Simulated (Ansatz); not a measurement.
Basis-set extrapolation for CH₃F₂NSi, SMILES `FC1(F)N[SiH2]1` (PBE0-D4/def2-TZVP geometry, frozen core, Ansatz 0.2.0). Multiplicity 1, RHF reference.

```csv
,def2-TZVPP,def2-QZVPP
HF,-581.968226,-581.990439
MP2 correlation,-0.978108,-1.061181
CCSD(T) correlation,-1.036231,not run
```

Energies in hartree. Use E(X) = E(∞) + A·exp(−7.88·√X) for Hartree–Fock and E(X) = E(∞) + B·X^(−2.97) for correlation, with X = 3 and 4, and add CCSD(T) minus MP2 of the smaller set to the MP2 limit.

**Question.** What is the CCSD(T) energy at the basis-set limit?

**Answer.** HF limit: -581.990439 + (-0.022213) × 0.13774 = -581.99350. MP2 limit: -1.061181 + (-0.083073) × 0.74074 = -1.12272. Higher-order term: -1.036231 − (-0.978108) = -0.05812. Total: -583.17434 hartree, 106.6 kcal/mol below CCSD(T)/def2-TZVPP.
